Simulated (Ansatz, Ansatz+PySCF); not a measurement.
```yaml
atoms:
  - { symbol: Si, position_ang: [0.0000, 0.0000, -0.5539] }
  - { symbol: O, position_ang: [0.0000, 0.0000, 0.9694] }
```

Basis set: def2-SVP (spherical functions). Frozen core: 6 orbitals. Charge 0, multiplicity 1.

Computed with Ansatz (development build ahead of 0.2.0); each method stands on the lowest determinant of its kind that the runs found. Restricted open shells among the atoms or ions are ROHF, correlated in semicanonical orbitals with singles. Restricted functionals stand beside restricted open-shell atoms, which can lie above the unrestricted atoms usual in DFT and then raise those values.

Give the atomization energy at this shape (free ground-state atoms in the same class of orbitals less the molecule, no zero-point energy) of singlet SiO by ωB97X (restricted), ωB97X (unrestricted), r²SCAN (unrestricted), r²SCAN (restricted), PBE0 (restricted), PBE0 (unrestricted), PBE (restricted), PBE (unrestricted), RHF-CCSD(T), RHF-CCSD, RHF-MP2, RHF, UHF.

```tsv
method	atomization energy
ωB97X (restricted)	182.45 kcal/mol
ωB97X (unrestricted)	179.76 kcal/mol
r²SCAN (unrestricted)	181.25 kcal/mol
r²SCAN (restricted)	184.56 kcal/mol
PBE0 (restricted)	178.20 kcal/mol
PBE0 (unrestricted)	175.97 kcal/mol
PBE (restricted)	192.81 kcal/mol
PBE (unrestricted)	191.11 kcal/mol
RHF-CCSD(T)	170.44 kcal/mol
RHF-CCSD	164.32 kcal/mol
RHF-MP2	181.96 kcal/mol
RHF	106.38 kcal/mol
UHF	101.14 kcal/mol
```
